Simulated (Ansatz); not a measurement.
Reaction (ligand exchange at the Si–N bond): `C[Si@H](O)N[Si@@H](O)F` + CH₃SH → `CS[SiH](O)F` + `C[SiH](N)O`

Program: Ansatz. Geometries: PBE0-D4/def2-TZVP. ΔE: electronic, gas phase. CCSD(T)/CBS is the MP2 limit (def2-TZVPP, def2-QZVPP) plus CCSD(T) − MP2 in def2-TZVPP, frozen cores. This one scheme is used for every species. Functionals use def2-TZVPP. Each species was taken in one conformer, which may not be the lowest.

| level | ΔE (kJ/mol) |
| --- | --- |
| PBE | 12.8 |
| r2SCAN | 21.1 |
| MP2/def2-TZVPP | 27.0 |
| SCS-MP2/def2-TZVPP | 29.5 |
| HF/def2-QZVPP | 34.6 |
| HF/CBS(def2) | 34.7 |
| MP2/CBS(def2) | 22.2 |
| CCSD/CBS(def2) | 27.3 |

Question: What does CCSD(T)/CBS give? (Best estimate.)

Answer: Computed: +25.6 kJ/mol. The listed levels differ from it by -12.8, -4.5, 1.4, 3.9, 9.0, 9.1, -3.4, 1.7 kJ/mol.

Largest T1 diagnostic among the species: 0.011.

In def2-TZVPP, CCSD(T) changes the Hartree–Fock value by −3.6 kJ/mol (the triples alone add −1.8 kJ/mol) and MP2 by −7.0 kJ/mol. The D4 term adds +3.1 kJ/mol with B3LYP and +2.0 kJ/mol with PBE0; it sums over pairs of atoms, weighted by their polarisabilities, and B3LYP, whose exchange is more repulsive, gets the larger term. From PBE to PBE0 (25 % exact exchange), in def2-TZVPP and without D4, ΔE moves by +5.0 kJ/mol.

B3LYP here is the variant with VWN-RPA as its local correlation; programs differ in this.
